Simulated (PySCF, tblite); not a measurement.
Species: C9H12F (charge +1).
Numbering: `[CH3:1][CH:2]([CH3:3])[C:4]1=[CH:5][C:6]([F:7])=[CH:8][CH2:9][CH+:10]1` (hydrogens: H11, H12, H13 on C1; H14 on C2; H15, H16, H17 on C3; H18 on C5; H19 on C8; H20, H21 on C9; H22 on C10)

Structure optimised with GFN2-xTB, isolated species.

Task: Give the optimised bond lengths and angles.

Result: 
```csv
bond,length (Å)
"C1–C2, C2–C3",1.532
C2–C4,1.503
C4=C5,1.402
C5–C6,1.400
C6–F7,1.323
C6=C8,1.371
C8–C9,1.455
C9–C10,1.455
C4–C10,1.381
C1–H11 and 5 like bonds,1.087
C2–H14,1.094
C5–H18,1.082
C8–H19,1.081
"C9–H20, C9–H21",1.105
C10–H22,1.082
```

Bonds in one row agree within 0.01 Å and their mean is given. A selection of angles:
```csv
angle,degrees
C1–C2–C3,110.7
C1–C2–C4,113.0
C3–C2–C4,107.9
C2–C4–C5,121.1
C2–C4–C10,121.0
C5–C4–C10,117.8
C4–C5–C6,121.6
C5–C6–F7,118.2
C5–C6–C8,121.9
F7–C6–C8,119.8
C6–C8–C9,119.1
C8–C9–C10,116.9
C4–C10–C9,122.6
```

Torsions: C1–C2–C4–C5 38° (synclinal); C2–C4–C5–C6 178° (antiperiplanar); C4–C5–C6–F7 180° (antiperiplanar); C5–C6–C8–C9 0° (synperiplanar); C6–C8–C9–C10 0° (synperiplanar); C8–C9–C10–C4 0° (synperiplanar); C2–C4–C10–C9 -178° (antiperiplanar). The mirror-image conformer, all signs reversed, is as good.

C8 (alkene CH carbon) is planar (angles 120.6°, 120.4° and 119.1°, sum 360.0°, 0.00 Å off the plane of its three neighbours). The 9 C–C bonds span 1.371 Å (C6=C8, drawn double in a drawing that doesn't fit all lengths) to 1.535 Å (C2–C3, drawn single in a drawing that doesn't fit all lengths), a spread of 0.164 Å. C6 (vinylic C–F carbon) is planar (angles 121.9°, 119.8° and 118.2°, sum 360.0°, 0.00 Å off the plane of its three neighbours). Of the pairs four or more bonds apart, C1···H18 is among the closest relative to their van der Waals radii: 2.67 Å, 92 % of the sum of Bondi's values. The 6-membered ring C4–C5–C6–C8–C9–C10 has internal angles of 116.9° to 122.6° (sum 720°, against 720° for a flat polygon); it is planar, 0.00 Å rms from its mean plane, widest ring torsion 0°. C10 (carbon bonded to 2 C and H) is planar (angles 122.6°, 119.8° and 117.6°, sum 360.0°, 0.00 Å off the plane of its three neighbours). C4 (carbon bonded to 3 C) is planar (angles 121.1°, 121.0° and 117.8°, sum 360.0°, 0.02 Å off the plane of its three neighbours).

Point group: C1 (no symmetry element, even within 0.4 Å). Its lowest GFN2-xTB frequency is 14 cm⁻¹, too small to tell a flat minimum from a shallow saddle.

These are computed values.
